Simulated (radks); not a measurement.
The numbers below are computed, except where a source is named.
The fluorine anion F-, [Ne], held by a Watson sphere: a shell of charge +1 at radius R that stands for the Madelung well of a crystal (potential energy -1/R inside, -1/r outside, in hartree with lengths in bohr). Code: a radial shooting solver on a logarithmic mesh with Libxc functionals. Model: non-relativistic Kohn-Sham, PBE, spin-polarised, spherical densities, point nucleus. Response by self-consistent Sternheimer equations with the Hartree and adiabatic LDA kernel. The sphere does not respond.

| R (bohr) | e(1s) (eV) | e(2s) (eV) | e(2p) (eV) | <r> 2p (bohr) | sum of <r^2> (bohr^2) | X-ray form factor at sin(theta)/lambda = 0.3 1/angstrom | alpha (bohr^3) |
|---|---|---|---|---|---|---|---|
| 2.1 | -657.83 | -27.093 | -8.785 | 1.228 | 15.18 | 5.093 | 8.402 |
| 2.18 | -657.69 | -26.847 | -8.559 | 1.234 | 15.34 | 5.086 | 8.768 |
| 2.42 | -657.26 | -26.167 | -7.921 | 1.249 | 15.79 | 5.071 | 9.900 |
| 3 | -656.23 | -24.819 | -6.616 | 1.277 | 16.66 | 5.055 | 12.77 |
| 3.04 | -656.17 | -24.739 | -6.537 | 1.278 | 16.71 | 5.054 | 12.97 |
| 3.25 | -655.83 | -24.342 | -6.144 | 1.285 | 16.96 | 5.052 | 14.03 |

Estimate the row for R = 3.51 bohr.

Answer. e(1s) (eV) -655.44; e(2s) (eV) -23.899; e(2p) (eV) -5.702; <r> 2p (bohr) 1.293; sum of <r^2> (bohr^2) 17.24; X-ray form factor at sin(theta)/lambda = 0.3 1/angstrom 5.050; alpha (bohr^3) 15.34.
